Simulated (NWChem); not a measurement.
A series in which one site is exchanged, each optimised at PBE0/def2-SVP with NWChem, gas phase unless a solvent is named. All stand in one matching conformer (torsions within 35°), which need not be the lowest. Some are not confirmed as minima by frequencies. def2 effective core potentials on In; no spin-orbit coupling.

A: NB(O)Cl (BNH$_{3}$OCl; site = B)
B: [NH2][Ga]([OH])[Cl] (GaNH3OCl; site = Ga)
C: [NH2][Al]([OH])[Cl] (AlNH₃OCl; site = Al)
D: [NH2][In]([OH])[Cl] (InNH₃OCl; site = In)

Q: Rank them by dipole (D), PBE0/def2-SVP, lowest first.

A: C (1.06), A (1.17), B (1.25), D (1.85)
